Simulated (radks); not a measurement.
Problem. Ionisation ladder of molybdenum, from Mo I to Mo XXII. Each ion is in the ground configuration listed by NIST, and IE = E(next ion) - E(this ion). All-electron calculation, scalar-relativistic Kohn-Sham, r2SCAN, spin-polarised, spherical densities, finite nucleus; open shells are filled with parallel spins first (spin-orbit coupling, left out, can overturn this in heavy ions); meta-GGA in the generalised Kohn-Sham scheme; Fermi nuclear charge, rms radius 4.4091 fm. Program: a radial shooting solver on a logarithmic mesh with Libxc functionals.

| species | configuration | IE, Delta-SCF (eV) | <r> HOMO (bohr) |
|---|---|---|---|
| Mo I | [Kr] 4d5 5s1 | ? | 1.96 |
| Mo II | [Kr] 4d5 | 16.710 | 1.85 |
| Mo III | [Kr] 4d4 | ? | 1.70 |
| Mo IV | [Kr] 4d3 | 40.459 | 1.59 |
| Mo V | [Kr] 4d2 | 53.938 | 1.51 |
| Mo VI | [Kr] 4d1 | ? | 1.44 |
| Mo VII | [Kr] | 126.95 | 1.15 |
| Mo VIII | [Ar] 3d10 4s2 4p5 | 144.97 | 1.13 |
| Mo IX | [Ar] 3d10 4s2 4p4 | 162.83 | 1.11 |
| Mo X | [Ar] 3d10 4s2 4p3 | 189.07 | 1.08 |
| Mo XI | [Ar] 3d10 4s2 4p2 | 208.87 | 1.06 |
| Mo XII | [Ar] 3d10 4s2 4p1 | 228.40 | 1.04 |
| Mo XIII | [Ar] 3d10 4s2 | 278.97 | 0.977 |
| Mo XIV | [Ar] 3d10 4s1 | 303.38 | 0.962 |
| Mo XV | [Ar] 3d10 | ? | 0.404 |
| Mo XVI | [Ar] 3d9 | 596.29 | 0.396 |
| Mo XVII | [Ar] 3d8 | 648.58 | 0.389 |
| Mo XVIII | [Ar] 3d7 | 702.05 | 0.383 |
| Mo XIX | [Ar] 3d6 | 756.51 | 0.376 |
| Mo XX | [Ar] 3d5 | 834.85 | 0.366 |
| Mo XXI | [Ar] 3d4 | 894.23 | 0.360 |
| Mo XXII | [Ar] 3d3 | 954.78 | 0.355 |

Estimate the withheld Delta-SCF values.

Solution. Mo I: 7.478 eV (NIST 7.092); Mo III: 27.962 eV (NIST 27.1); Mo VI: 68.161 eV (NIST 68.827); Mo XV: 545.28 eV (NIST 544.0).
